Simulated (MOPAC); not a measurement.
MOPAC input (PM7):

```
PM7 PRECISE GNORM=0.05 LET XYZ UHF MS=0.5 GEO-OK AUX(PRECISION=9) THREADS=1
H7N2Si2

N    -2.29183800 1   -0.48246700 1   -0.15866300 1
Si   -0.97253600 1    0.57820000 1    0.11696000 1
N     0.46672400 1   -0.32108800 1    0.46254500 1
Si    2.02120900 1   -0.24927800 1   -0.30149000 1
H    -3.21733800 1   -0.24536900 1    0.15935400 1
H    -2.31370700 1   -1.12835800 1   -0.93153900 1
H    -1.41359100 1    1.42385800 1    1.25168100 1
H    -0.58656800 1    1.44299800 1   -1.02368900 1
H     0.35363000 1   -1.06231000 1    1.14340800 1
H     2.19810600 1    1.11747500 1   -0.86191100 1
H     3.07384100 1   -0.52831600 1    0.71893800 1
```

Output:

```
 *******************************************************************************
 **                                                                           **
 **                              MOPAC v23.2.5                                **
 **                                                                           **
 *******************************************************************************
 ** MOPAC's Digital Object Identifier: https://doi.org/10.5281/zenodo.6511958 **
 **                                                                           **
 ** Please cite the open-source release paper for use of this MOPAC version:  **
 ** J. E. Moussa and J. J. P. Stewart (2026)                                  **
 ** MOPAC: An open-source semiempirical molecular orbital program             **
 ** J. Open Source Softw., 11(119), 8025, https://doi.org/10.21105/joss.08025 **
 *******************************************************************************

                              PM7 CALCULATION RESULTS

 *******************************************************************************
 *  PM7        - The PM7 Hamiltonian to be used
 *  GEO-OK     - OVERRIDE INTERATOMIC DISTANCE AND OTHER SAFETY CHECKS
 *  UHF        - UNRESTRICTED HARTREE-FOCK CALCULATION
 *  MS=        - IN MECI, MAGNETIC COMPONENT OF SPIN =  0.5
 *  LET        - OVERRIDE SOME SAFETY CHECKS
 *  PRECISE    - TIGHTER CRITERIA TO BE USED
 *  XYZ        - CARTESIAN COORDINATE SYSTEM TO BE USED
 *  GNORM      - EXIT WHEN GRADIENT NORM DROPS BELOW 0.050
 *  AUX        - OUTPUT AUXILIARY INFORMATION
 *******************************************************************************
PM7 PRECISE GNORM=0.05 LET XYZ UHF MS=0.5 GEO-OK AUX(PRECISION=9) THREADS=1
 H7N2Si2

   ATOM   CHEMICAL          X               Y               Z
  NUMBER   SYMBOL      (ANGSTROMS)     (ANGSTROMS)     (ANGSTROMS)

     1       N         -2.29183800  *  -0.48246700  *  -0.15866300  *
     2      Si         -0.97253600  *   0.57820000  *   0.11696000  *
     3       N          0.46672400  *  -0.32108800  *   0.46254500  *
     4      Si          2.02120900  *  -0.24927800  *  -0.30149000  *
     5       H         -3.21733800  *  -0.24536900  *   0.15935400  *
     6       H         -2.31370700  *  -1.12835800  *  -0.93153900  *
     7       H         -1.41359100  *   1.42385800  *   1.25168100  *
     8       H         -0.58656800  *   1.44299800  *  -1.02368900  *
     9       H          0.35363000  *  -1.06231000  *   1.14340800  *
    10       H          2.19810600  *   1.11747500  *  -0.86191100  *
    11       H          3.07384100  *  -0.52831600  *   0.71893800  *

          CARTESIAN COORDINATES

    NO.       ATOM           X           Y           Z

     1         N         -2.2918     -0.4825     -0.1587
     2        Si         -0.9725      0.5782      0.1170
     3         N          0.4667     -0.3211      0.4625
     4        Si          2.0212     -0.2493     -0.3015
     5         H         -3.2173     -0.2454      0.1594
     6         H         -2.3137     -1.1284     -0.9315
     7         H         -1.4136      1.4239      1.2517
     8         H         -0.5866      1.4430     -1.0237
     9         H          0.3536     -1.0623      1.1434
    10         H          2.1981      1.1175     -0.8619
    11         H          3.0738     -0.5283      0.7189

[...]
     5       H         -2.56292400  *  -1.22595825  *   0.09385459  *
     6       H         -2.03234686  *  -0.80226230  *  -1.41339463  *
     7       H         -1.67068573  *   1.17380851  *   1.48145609  *
     8       H         -0.88095771  *   1.75732971  *  -0.72736250  *
     9       H          0.59669907  *  -0.32528678  *   1.69630743  *
    10       H          1.94345472  *   0.06027782  *  -1.65645503  *
    11       H          3.02241294  *  -0.99561288  *   0.37895999  *

                             CARTESIAN COORDINATES

   1    N       -2.189281878    -0.474698048    -0.469647063
   2   Si       -1.061347913     0.686852750     0.248397285
   3    N        0.534306297     0.007513044     0.713107272
   4   Si        1.929006795    -0.334489078    -0.276049722
   5    H       -2.562923998    -1.225958255     0.093854592
   6    H       -2.032346855    -0.802262299    -1.413394634
   7    H       -1.670685733     1.173808509     1.481456094
   8    H       -0.880957710     1.757329713    -0.727362503
   9    H        0.596699071    -0.325286783     1.696307427
  10    H        1.943454721     0.060277823    -1.656455030
  11    H        3.022412938    -0.995612884     0.378959986

           Empirical Formula: H7 N2 Si2  =    11 atoms

      MOLECULAR POINT GROUP   :   C1

          ALPHA EIGENVALUES
 -35.89205 -34.89421 -17.33359 -16.80143 -16.33371 -15.51171 -14.27222 -13.47326
 -12.52877 -12.30447 -11.48322  -9.84873  -8.24181   0.72959   1.37396   2.52126
   2.88120   3.64948   5.29294   5.92941   7.02910   7.11601   8.10122  20.75854
  21.32590  21.51342  22.01620  22.55972  22.89298  22.99989  23.60326  24.32396
  24.41382

           BETA EIGENVALUES
 -35.73064 -34.67081 -17.29155 -16.72474 -16.18202 -15.37652 -14.22714 -13.38637
 -12.53238 -12.28596 -10.64983  -9.45101  -0.58221   0.81968   1.49138   2.53270
   2.93161   3.61860   5.33354   6.04088   7.03901   7.53285   8.18475  20.99153
  21.50246  21.82741  22.07658  22.59301  22.97226  23.02413  23.62332  24.33858
  24.42767

              NET ATOMIC CHARGES AND DIPOLE CONTRIBUTIONS

  ATOM NO.   TYPE          CHARGE      No. of ELECS.   s-Pop       p-Pop       d-Pop
    1          N          -0.759722        5.7597     1.57522     4.18450
    2         Si           0.323893        3.6761     0.86331     2.57611     0.23668
    3          N          -0.741325        5.7413     1.55819     4.18313
    4         Si           0.071249        3.9288     0.86142     2.91827     0.14906
    5          H           0.275669        0.7243     0.72433
    6          H           0.277257        0.7227     0.72274
    7          H           0.080293        0.9197     0.91971
    8          H           0.085245        0.9148     0.91476
    9          H           0.299298        0.7007     0.70070
   10          H           0.044394        0.9556     0.95561
   11          H           0.043749        0.9563     0.95625
 DIPOLE           X         Y         Z       TOTAL
 POINT-CHG.    -0.102     0.476     0.147     0.509
 HYBRID        -0.129    -1.553     0.492     1.635
 SUM           -0.231    -1.077     0.640     1.274

          ATOMIC ORBITAL ELECTRON POPULATIONS

     Atom    s        px        py        pz      x^2-y^2     xz        z^2       yz        xy
    1  N   1.57522   1.58591   1.39056   1.20803
    2 Si   0.86331   0.66921   0.86081   1.04608   0.05889   0.05068   0.03040   0.04483   0.05189
    3  N   1.55819   1.31795   1.61399   1.25120
    4 Si   0.86142   0.82576   1.12406   0.96845   0.02218   0.03676   0.04070   0.01986   0.02956
    5  H   0.72433
    6  H   0.72274
    7  H   0.91971
    8  H   0.91476
    9  H   0.70070
   10  H   0.95561
   11  H   0.95625

                    (SZ)    =    0.500000
                    (S**2)  =    0.751583

          ATOMIC ORBITAL SPIN POPULATIONS

    Atom   Total    s     px     py     pz   x^2-y^2  xz     z^2    yz     xy
         Atomic
    1  N  0.0083  0.000  0.007 -0.001  0.002
    2 Si -0.0095 -0.001 -0.006 -0.002 -0.001  0.000  0.000 -0.000  0.000  0.001
    3  N  0.1742  0.007  0.027  0.123  0.017
    4 Si  0.8658  0.026  0.121  0.659  0.060  0.000  0.000 -0.000 -0.000  0.000
    5  H -0.0003 -0.000
    6  H -0.0001 -0.000
    7  H  0.0005  0.000
    8  H  0.0017  0.002
    9  H -0.0069 -0.007
   10  H -0.0169 -0.017
   11  H -0.0167 -0.017

 **********************
 *                    *
 * JOB ENDED NORMALLY *
 *                    *
 **********************

 == MOPAC DONE ==
```

The geometry given is a B3LYP-D3(BJ)/def2-TZVP minimum.
